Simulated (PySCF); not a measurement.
Compound: C5H11FN (doublet state).
Geometry (GFN2-xTB, Å), atoms numbered from 1 in this order:
```xyz
18
C5H11FN angstrom
C     -2.0798    1.0955   -0.3729
C     -0.7790    0.5548   -0.7888
C      0.0043   -0.0930    0.3670
C      1.4420   -0.4001   -0.0625
N      2.1164    0.8307   -0.4454
C     -0.7097   -1.3582    0.8270
F     -0.1238   -1.8666    1.9633
H     -2.9438    1.0085   -1.0003
H     -2.1644    1.6583    0.5365
H     -0.9054   -0.1683   -1.5980
H     -0.1209    1.3512   -1.1715
H      0.0334    0.6071    1.2086
H      1.9482   -0.9387    0.7548
H      1.4253   -1.0545   -0.9394
H      2.2153    1.4399    0.3607
H      3.0460    0.6303   -0.7961
H     -1.7539   -1.1440    1.0768
H     -0.6589   -2.1467    0.0689
```

The hyperfine couplings belong to this conformer and change with its torsions.

Identity: `[CH2]C[C@H](CN)CF` [radical].

Computed, not measured: UKS B3LYP, pcH-1 on C F H N, non-relativistic, mean-field spin-orbit, GIAO in PySCF 2.14.0. Geometry: GFN2-xTB, one conformer, isolated molecule. The geometry wasn't refined by DFT: couplings that depend on bond lengths, twists or pyramidal angles can differ widely from those at the functional's own minimum. The SCF solution wasn't tested for stability.

(1) Give the principal g shifts and their parts.

(2) How much does each term add to the isotropic shift?

(3) At 9.566 GHz, how far is the centre of the isotropic spectrum from where a free electron (g = 2.002319) resonates?

(4) In a frozen sample, at which fields do the three g values resonate at 9.5, 34, 94 and 263 GHz (hyperfine left aside), and which band first spreads them over more than twice a line width of 0.3 mT?

Answers

(1) 
```tsv
Δg (ppm)	1	2	3
relativistic mass correction	-140	-140	-140
gauge correction	9	37	18
orbital Zeeman/spin–orbit	13	543	1026
total	-117	440	905
```

So g = 2.00220, 2.00276, 2.00322 and g_iso = 2.00273; the tensor is rhombic: the two nearest values differ by 45 % of g3 − g1. 

(2) The orbital-Zeeman/spin–orbit term 527, the mass correction -140 and the gauge correction 22 ppm, for a total of 409 ppm. The orbital-Zeeman/spin–orbit term is the largest in size. The mass correction is the same along every axis, so the anisotropy comes from the other two: their spans along these axes are 28 (gauge) and 1013 ppm (orbital Zeeman/spin–orbit).

(3) B = hν/(g μB) with μB/h = 13.99624 MHz/mT gives 341.34 mT for the free electron and 341.27 mT at g_iso, 0.07 mT lower.

(4) 
```json
{"band": "X", "GHz": "9.5", "B(g3) mT": "338.83", "B(g2) mT": "338.91", "B(g1) mT": "339.00", "spread mT": "0.17"}
{"band": "Q", "GHz": "34.0", "B(g3) mT": "1212.66", "B(g2) mT": "1212.94", "B(g1) mT": "1213.28", "spread mT": "0.62"}
{"band": "W", "GHz": "94.0", "B(g3) mT": "3352.64", "B(g2) mT": "3353.42", "B(g1) mT": "3354.35", "spread mT": "1.71"}
{"band": "J", "GHz": "263.0", "B(g3) mT": "9380.26", "B(g2) mT": "9382.43", "B(g1) mT": "9385.04", "spread mT": "4.79"}
```

The spread grows in proportion to the frequency. Q band is the first where it exceeds 0.6 mT.

The largest Mulliken spin populations are on C1 (+1.07) and C2 (-0.09). C1 is the only atom above +0.15. The positive populations add up to 1.19 and the negative ones to -0.19, together 2S = 1. The angles at C1 add up to 359.8°, so it is planar; its axial dipolar tensor and the negative couplings of its protons fit spin in a p orbital normal to that plane.

The HOMO–LUMO gaps are 6.59 eV among the α and 5.14 eV among the β orbitals.
